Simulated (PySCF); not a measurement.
Shapes and spin states of IPdN

Computed with PBE0/[Pd def2-SVP with ECP28, N def2-SVP, I def2-SVP with ECP28], scalar-relativistic core potentials, density fitting, no spin–orbit coupling, PySCF.

Relaxations began from a few typed shapes and spin states; open shells are unrestricted. The search is not exhaustive: other isomers or separated fragments can lie lower, and high-lying points may rest on an excited occupation.

| spin | group | bonds | angles | imaginary modes (cm⁻¹) | ΔE (kJ/mol) | ΔE with ZPE (kJ/mol) |
| --- | --- | --- | --- | --- | --- | --- |
| triplet | Cs | Pd–I 2.536 Å, Pd–N 1.756 Å | I–Pd–N 106.9° | none | 0.0 | 0.0 |
| triplet (⟨S²⟩ 2.50) | C∞v | Pd–I 2.567 Å, Pd–N 1.778 Å | I–Pd–N 180.0° | 195i | 48.6 | – |
| quintet | Cs | Pd–I 2.577 Å, Pd–N 1.948 Å | I–Pd–N 150.0° | none | 96.2 | 94.3 |
| quintet | Cs | Pd–I 2.568 Å, Pd–N 1.928 Å | I–Pd–N 144.4° | none | 97.6 | 95.8 |
| singlet (closed shell, unstable to spin polarisation) | Cs | Pd–I 2.503 Å, Pd–N 1.684 Å | I–Pd–N 127.2° | none | 111.4 | 112.6 |
| singlet | C∞v | Pd–I 2.507 Å, Pd–N 1.713 Å | I–Pd–N 180.0° | 140i, 140i | 134.6 | – |

The lowest minimum found is the triplet Cs: Pd–I 2.536 Å, Pd–N 1.756 Å; I–Pd–N 106.9°.

Formally Pd is in oxidation state +4, d6, with 2 unpaired electrons (the high-spin count would be 4). The Mulliken spin on Pd is 0.27, so most of the spin sits on the ligands and the formal count fails. The polar-tensor charge on Pd, 0.47, is far below the formal one.

For the lowest minimum: other spin states or occupations of the open shell can lie lower. No spin–orbit coupling is included, which matters more the heavier the element.

The electron or spin density has lower symmetry than the nuclear frame for the triplet (⟨S²⟩ 2.50) C∞v at 48.6 kJ/mol.
